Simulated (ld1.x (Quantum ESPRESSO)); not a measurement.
Which change was made? (Te, TM)

Te (Z = 52), norm-conserving Troullier–Martins (Kleinman–Bylander form), made with ld1.x (Quantum ESPRESSO) 7.5 (LDA (PZ), scalar-relativistic). Core [Kr] 4d10, reference 5s1 5p5. Waves: 5p (bound): rc 2.10 bohr; 5s (bound): rc 1.75 bohr. Local part: the s channel. Core correction: none.

Cutoffs, loose and tight: the cutoffs (Ry, on a coarse ladder) from which the occupation-weighted sum of valence levels, in a spherical-Bessel basis at the reference potential, stays within 10 and 1 mRy of its value at 400 Ry. They do not see the model core or the augmentation charge, which bear on the density cutoff. Test errors are all-electron minus pseudo excitation energies from the reference, over the configurations 5s2 5p4; 5s2 5p3; 5s2 5p2; 5s2 5p1; 5s0 5p6; 5s1 5p4; 5s2 5p0 (two spin-polarised tests are not counted in the largest error); variants that change the core or the reference have their own tests. The largest error is taken over the tests solved by every variant that gives reliable tests at all, those not shown here included: 5s0 5p6; 5s1 5p4; 5s2 5p2; 5s2 5p3; 5s2 5p4.

The base gives: outcome: generated; cutoff, loose: 25 Ry; cutoff, tight: 40 Ry; bound ghosts: none; largest test error (meV): +19.

**Question.** After one change the result is: outcome: generated; cutoff, loose: 18 Ry; cutoff, tight: 40 Ry; bound ghosts: s, d; largest test error (meV): +40. Which change was it?
A. wave 5p (bound): rc 2.10 bohr becomes 5p (bound): rc 1.70 bohr
B. local potential all-electron potential smoothed inside 1.45 bohr (lloc = -2)
C. reference 5s1.5 5p4.5

**Answer.** B. The others give: wave 5p (bound): rc 2.10 bohr becomes 5p (bound): rc 1.70 bohr → outcome: generated; cutoff, loose: 40 Ry; cutoff, tight: 80 Ry; bound ghosts: none; largest test error (meV): +24 | reference 5s1.5 5p4.5 → outcome: generated; cutoff, loose: 30 Ry; cutoff, tight: 45 Ry; bound ghosts: none; largest test error (meV): +74.
